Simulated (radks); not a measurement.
Results of a calculation; reference values are marked as such.
Fractional charge and spin in the 6s shell of hafnium: the spin-up occupation runs from 0 to 1 and the spin-down occupation from 0 to 1; the fullest corner is Hf, [Xe] 4f14 5d(up 1, down 1) 6s(up 1, down 1). Level of theory: scalar-relativistic Kohn-Sham, PBE, spin-polarised, spherical densities, point nucleus (a radial shooting solver on a logarithmic mesh with Libxc functionals). Energy (eV) above the fullest corner. The planes named below are the two flat planes that join the four corners, with an edge along up + down = one added electron.

down \ up,0,0.5,1
0,22.157,14.198,7.775
0.5,14.198,7.977,3.208
1,7.775,3.208,0.000

Corners above the fullest one (they belong to Hf+ and the next ion): (up 1, down 0) 7.775 eV, (up 0, down 1) 7.775 eV, (up 0, down 0) 22.157 eV. With half an added electron in each spin the energy lies 0.202 eV from the planes, and with half an added electron in spin up alone -0.768 eV. The planes are only a guide here: the flat-plane condition holds for ground states with one frontier orbital, while this shell lies below other occupied shells, so the corners above the fullest one are inner-hole states and not the ground states of those ions.
